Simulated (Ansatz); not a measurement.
`CC[Se][SiH3]` + H₂ → `CC[SeH]` + SiH₄ at 298.15 K and 1 bar (hydrogenolysis of the Se–Si bond).

Isolated molecules relaxed with PBE0-D4/def2-TZVP in Ansatz; ΔE leaves out vibrations. CCSD(T)/CBS is the MP2 limit (def2-TZVPP, def2-QZVPP) plus CCSD(T) − MP2 in def2-TZVPP, frozen cores. This one scheme is used for every species. For Se outer-core shells are correlated without core-valence functions, which leaves a few kJ/mol of doubt a bond. Scalar relativity is left out up to krypton. One conformer a species, not always the lowest.

| species | CCSD(T)/CBS energy (Eh) | H − E (kJ/mol) | S (J/(mol·K)) |
| --- | --- | --- | --- |
| `CC[Se][SiH3]` | -2770.72164 | 261.8 | 361.1 |
| H₂ | -1.17544 | 35.1 | 130.4 |
| `CC[SeH]` | -2480.41858 | 208.1 | 298.7 |
| SiH₄ | -291.46306 | 92.1 | 204.8 |

H − E and S are ideal-gas, rigid-rotor, harmonic terms from PBE0-D4/def2-TZVP, for one conformer and one mirror image of each species. The MP2-based limit puts H₂ 0.8 mEh under its directly extrapolated value; such offsets cancel only in part. 1 Eh = 2625.50 kJ/mol, R = 8.31446 J/(mol·K).

**Question.** By hand: ΔE, ΔH, ΔS and ΔG.

**Answer.** ΔE = (-2480.41858) + (-291.46306) − (-2770.72164) − (-1.17544) = 0.01544 Eh = 40.5 kJ/mol. Δ(H − E) = 208.1 + 92.1 − 261.8 − 35.1 = 3.3, so ΔH = 43.8 kJ/mol. ΔS = 298.7 + 204.8 − 361.1 − 130.4 = 12.0 J/(mol·K). ΔG = 43.8 − 298.15 × (12.0)/1000 = 40.2 kJ/mol.

**Question.** By hand: the equilibrium constant, and the temperature at which ΔG would vanish if ΔH and ΔS stayed fixed.

**Answer.** log₁₀ K = −ΔG/(RT ln 10) = -7.0. ΔG = 0 at ΔH/ΔS = 3650 K, far beyond where these terms or the molecules hold.

The number of gas molecules stays the same, so ΔS is small and ΔH decides. A doubt of 5 kJ/mol in ΔE shifts log₁₀ K by 0.9 here. Other conformers and mirror images would add mixing entropy, several J/(mol·K) or more a flexible species. Modes under 60 cm⁻¹, often nearly free rotors, make the harmonic entropy too high. These are equilibria of isolated gas molecules and say nothing of rates. Largest T1 diagnostic: 0.011 (customary marks: 0.02 for closed shells, 0.045 for open ones).
